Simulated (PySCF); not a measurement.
## BeS from Hartree–Fock to correlated methods

State: ¹Σ⁺ (singlet), closed shell. Set-up: PySCF, no relativity, basis sets Be def2-SVP, S def2-SVP. De refers to Be + S in their high-spin ground configurations, without counterpoise correction. A positive dipole means Be(−)S(+).

```json
{"Level": "RHF", "Re (Å)": "1.738", "ωe (cm⁻¹)": "1060", "De (eV)": "1.56", "μ (D)": "-6.09"}
{"Level": "RHF-MP2", "Re (Å)": "1.774", "ωe (cm⁻¹)": "972", "De (eV)": "2.92", "μ (D)": "n/a"}
{"Level": "RHF-SCS-MP2", "Re (Å)": "1.772", "ωe (cm⁻¹)": "973", "De (eV)": "2.71", "μ (D)": "n/a"}
{"Level": "RHF-CCSD", "Re (Å)": "1.766", "ωe (cm⁻¹)": "985", "De (eV)": "2.17", "μ (D)": "n/a"}
{"Level": "RHF-CCSD(T)", "Re (Å)": "1.782", "ωe (cm⁻¹)": "941", "De (eV)": "2.39", "μ (D)": "n/a"}
{"Level": "PBE", "Re (Å)": "1.770", "ωe (cm⁻¹)": "968", "De (eV)": "3.71", "μ (D)": "-4.57"}
{"Level": "r²SCAN", "Re (Å)": "1.760", "ωe (cm⁻¹)": "995", "De (eV)": "3.66", "μ (D)": "-5.11"}
{"Level": "M06-L", "Re (Å)": "1.749", "ωe (cm⁻¹)": "1026", "De (eV)": "3.87", "μ (D)": "-5.38"}
{"Level": "PBE0", "Re (Å)": "1.753", "ωe (cm⁻¹)": "1010", "De (eV)": "3.42", "μ (D)": "-5.11"}
{"Level": "r²SCAN0", "Re (Å)": "1.749", "ωe (cm⁻¹)": "1023", "De (eV)": "3.39", "μ (D)": "-5.41"}
{"Level": "MN15", "Re (Å)": "1.742", "ωe (cm⁻¹)": "1020", "De (eV)": "3.67", "μ (D)": "-5.23"}
{"Level": "CAM-B3LYP", "Re (Å)": "1.740", "ωe (cm⁻¹)": "1033", "De (eV)": "3.21", "μ (D)": "-5.13"}
```

The bond length runs from 1.738 Å (RHF) to 1.782 Å (RHF-CCSD(T)). De spans 1.56 eV (RHF, mean field) to 3.87 eV (M06-L, meta-GGA). Correlation at CCSD(T) changes the Hartree–Fock bond energy by +0.83 eV; the triples alone change it by +0.22 eV.

Correlated steps freeze 5 core orbitals. Correlated levels converge slowly with the basis: in double zeta they bind strong bonds too weakly, by up to about 1 eV, and carry superposition errors of some tenths. Where the molecule has an RHF reference, its open-shell atoms are computed with UHF. The CCSD T1 diagnostic is raised, a sign that a single reference may not be enough here.
